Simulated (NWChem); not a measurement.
## Atomisation of tetraarsenic (As$_{4}$)

SMILES: [As]12[As]3[As]1[As]23
```xyz
4

As     1.2168     0.0000     0.8604
As    -1.2168     0.0000     0.8604
As     0.0000    -1.2167    -0.8604
As     0.0000     1.2167    -0.8604
```
Charge 0, spin multiplicity 1.

Program: NWChem. All single points use one geometry, from PBE0/def2-SVP, held to C2v symmetry and with no frequency check, so it may be a saddle point.

Basis set: def2-TZVP. The atomisation energy is electronic alone: no zero-point, thermal, spin-orbit or counterpoise terms. No value is extrapolated to the basis-set limit. Free atoms are single determinants with multiplicities As 4. Correlated methods freeze the same cores in atoms and molecule, 36 orbitals in all.

Costs are rough ratios of processor time within this set of runs, SCF included, with PBE0 as 1. Costs are the molecule's.

The Hamiltonian is non-relativistic. B3LYP has NWChem's definition, with VWN1-RPA local correlation. GW and range-separated runs recompute their integrals, the others keep them in memory, which bears on the times. The stability of the SCF solutions was not checked. Open-shell Hartree-Fock references start from PBE0 orbitals; any time given for them includes that run.

| method | atomisation energy (kcal/mol) | relative cost |
|---|---|---|
| PBE0 | 243.1 | 1 |
| B3LYP | 237.3 | under 3 |
| PBE | 262.3 | under 3 |
| LDA (SVWN5) | ? | under 3 |
| TPSS | 256.2 | under 3 |
| BLYP | 246.3 | under 3 |
| HF | 71.3 | under 3 |
| MP2 | ? | 6 |
| LC-wPBE (omega 0.3 per bohr) | ? | 20 |

Question: What belongs in the gaps?

Answer: 
- LDA (SVWN5), atomisation energy (kcal/mol): 323.8
- MP2, atomisation energy (kcal/mol): 239.5
- LC-wPBE (omega 0.3 per bohr), atomisation energy (kcal/mol): 225.5
